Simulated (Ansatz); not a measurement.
```xyz
4

C     0.0029   -0.0038    0.0000
H     1.0886    0.0002    0.0000
H    -0.5467    0.9468    0.0000
H    -0.5448   -0.9432    0.0000
```

Basis set: cc-pVDZ (spherical functions). Correlated methods keep 1 orbital frozen. Charge 0, multiplicity 2.

Computed with Ansatz (development build ahead of 0.2.0); each method stands on the lowest determinant of its kind that the runs found.

Question: Give the atomization energy at this shape (free ground-state atoms in the same class of orbitals less the molecule, no zero-point energy) of doublet CH₃ by UHF-MP2, UHF.

Answer:

```tsv
method	atomization energy
UHF-MP2	1193.1 kJ/mol
UHF	995.6 kJ/mol
```
